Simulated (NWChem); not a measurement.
# Correlation energy of HP

SMILES: [PH]
```xyz
2

P      0.0000     0.0000     0.0898
H      0.0000     0.0000    -1.3473
```
Charge 0, spin multiplicity 3.

The numbers come from NWChem runs, not from measurements. The geometry was optimised at UPBE0/def2-SVP, a minimum by its harmonic frequencies.

Basis set: def2-SVP. Each correlation energy counts from its own Hartree-Fock reference.

The correlated methods keep 5 core orbitals frozen. This spin state was chosen for the runs; another may lie lower. The structure started from a generated list of species. The unpaired electrons of the parent sit in orbitals of symmetry b1 and b2 (C2v labels of the run); other states weren't searched. No SCF solution was tested for a lower state. Open-shell Hartree-Fock references start from PBE0 orbitals. Coupled-cluster values serve here as a point of comparison, not as the truth.

### Question
One of these methods gave a correlation energy of -80.3 mHa. Which?
A) UMP2
B) CCSD[T] on UHF
C) CCSD on UHF
D) SCS-UMP2

### Answer
A, UMP2. The others give -82.2 (SCS-UMP2), -102.5 (CCSD on UHF), -104.5 (CCSD[T] on UHF).
